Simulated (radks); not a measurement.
Coherent X-ray form factor from a spherical all-electron density. Method: scalar-relativistic Kohn-Sham, exchange-only B88, spin-unpolarised, spherical densities, finite nucleus; Fermi nuclear charge, rms radius of each element as measured or else 0.836 A^(1/3) + 0.57 fm; computed with a radial shooting solver on a logarithmic mesh with Libxc functionals.

sin(theta)/lambda (1/angstrom),f0 (electrons)
0.05,43.523
0.1,42.166
0.15,40.127
0.2,37.666
0.25,35.036
0.3,32.441
0.4,27.839
0.5,24.282
0.6,21.651
0.8,18.037
1,15.272
1.25,12.204
1.5,9.676
2,6.645

The species is in the configuration that NIST lists as its ground one. Which atom or ion scatters so?

Answer. The silver ion Ag3+, [Kr] 4d8. Extrapolating in s^2 from the first two rows gives f0(0) = 44.0, near the electron count 44; among species with that count, the fall with angle is slower the higher Z, and the table is that of Z = 47; from so few rows the species is fixed only to a neighbour or two.
